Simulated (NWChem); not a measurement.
System meant: SeF₂; SMILES F[Se]F

Input file for NWChem:

```
start job
memory heap 200 mb stack 900 mb global 1100 mb
geometry units angstroms noautoz
  Se     0.000000     0.000000     0.378333
  F     -1.290889     0.000000    -0.773277
  F      1.290889     0.000000    -0.773277
end
basis spherical
  Se library def2-svp
  F library def2-svp
end
dft
  xc xpbe96 cpbe96
  iterations 4
  mulliken
end
task dft energy
```

End of the output:

```
    Atom       Charge   Shell Charges
 -----------   ------   -------------------------------------------------------
    1 Se  34    33.55   2.00  2.00  1.96  1.17  0.69  5.99  5.78  1.88  1.71  7.83  2.04  0.48
    2 F    9     9.22   1.98  1.05  0.81  3.19  2.19  0.01
    3 F    9     9.22   1.98  1.05  0.81  3.19  2.19  0.01

 center of mass
 --------------
 x =   0.00000000 y =   0.00000000 z =   0.04604689

 moments of inertia (a.u.)
 ------------------
         121.468219411222           0.000000000000           0.000000000000
           0.000000000000         347.579637960389           0.000000000000
           0.000000000000           0.000000000000         226.111418549167

     Multipole analysis of the density
     ---------------------------------

     L   x y z        total         alpha         beta         nuclear
     -   - - -        -----         -----         ----         -------
     0   0 0 0     -0.000000    -26.000000    -26.000000     52.000000

     1   1 0 0      0.000000      0.000000      0.000000      0.000000
     1   0 1 0     -0.000000     -0.000000     -0.000000      0.000000
     1   0 0 1      0.742924      0.371462      0.371462      0.000000

     2   2 0 0    -20.823219    -63.968824    -63.968824    107.114429
     2   1 1 0     -0.000000     -0.000000     -0.000000      0.000000
     2   1 0 1     -0.000000     -0.000000     -0.000000      0.000000
     2   0 2 0    -20.977680    -10.488840    -10.488840      0.000000
     2   0 1 1     -0.000000     -0.000000     -0.000000      0.000000
     2   0 0 2    -19.374020    -37.556345    -37.556345     55.738670

 ------------------------------------------------------------------------
 dft energy failed                                                                                  0
 ------------------------------------------------------------------------
 ------------------------------------------------------------------------
  current input line :
    17: task dft energy
 ------------------------------------------------------------------------
 ------------------------------------------------------------------------
 This type of error is most commonly associated with calculations not reaching convergence criteria
 ------------------------------------------------------------------------
 For more information see the NWChem manual at https://nwchemgit.github.io

0:dft energy failed:Received an Error in Communication
```

Question: Find the fault in this run and fix the input.

Answer: Convergence was not reached. Cause: the SCF was allowed too few iterations. This input runs:
```
start job
memory heap 200 mb stack 900 mb global 1100 mb
geometry units angstroms noautoz
  Se     0.000000     0.000000     0.378333
  F     -1.290889     0.000000    -0.773277
  F      1.290889     0.000000    -0.773277
end
basis spherical
  Se library def2-svp
  F library def2-svp
end
dft
  xc xpbe96 cpbe96
  iterations 150
  mulliken
end
task dft energy
```
It converges to -2600.19489 Ha (PBE/def2-SVP).
